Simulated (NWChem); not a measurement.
Species: C2H2BrCl; SMILES C=C(Cl)Br

Program: NWChem. Geometry: optimised at PBE0/def2-SVP. Level: PBE0/def2-SVP with SMD (1 M gas to 1 M solution), gas-phase geometry.

Task: What does the run give for solvent water? Quantities: solvation free energy (kcal/mol); cavity-dispersion-structure term (kcal/mol); dipole in solution (D).

Result: 
```json
{
 "solvation free energy (kcal/mol)": "0.2",
 "cavity-dispersion-structure term (kcal/mol)": "2.0",
 "dipole in solution (D)": "1.76"
}
```
